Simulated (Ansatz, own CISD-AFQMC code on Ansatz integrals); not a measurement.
H3B3, SMILES `B1BB1` (charge 0, multiplicity 1).

Cartesian coordinates (Å):
```xyz
6

B     -0.5354    -0.7514     0.0499
B      0.8916    -0.3737    -0.3108
B     -0.6115     0.7661     0.0244
H     -1.2158    -1.7047     0.2484
H      1.9276     0.1283    -0.5776
H     -0.4565     1.9355    -0.0457
```
Charge 0, multiplicity 1.

Frozen-core correlation energies in cc-pVTZ at a geometry from PBE0-D3(BJ)/def2-TZVP, on an HF energy of -75.67073 Ha (<S^2> = 0.00, restricted and unstable towards unrestricted orbitals). Wave-function levels are from Ansatz, the walk from an own CISD-AFQMC code on Ansatz integrals (time step 0.005/Ha, trial state from CCSD amplitudes, largest double 0.09).

```csv
level,correlation energy (mHa)
MP2,-299.9
CCSD,-330.1
CCSD(T),-349.1
```

Task: What correlation energy does phaseless AFQMC give, and where does it lie among these levels?

Result: -350.7 ± 0.4 mHa (one standard error). AFQMC minus each level: MP2 -50.9 mHa, CCSD -20.6 mHa, CCSD(T) -1.6 mHa.
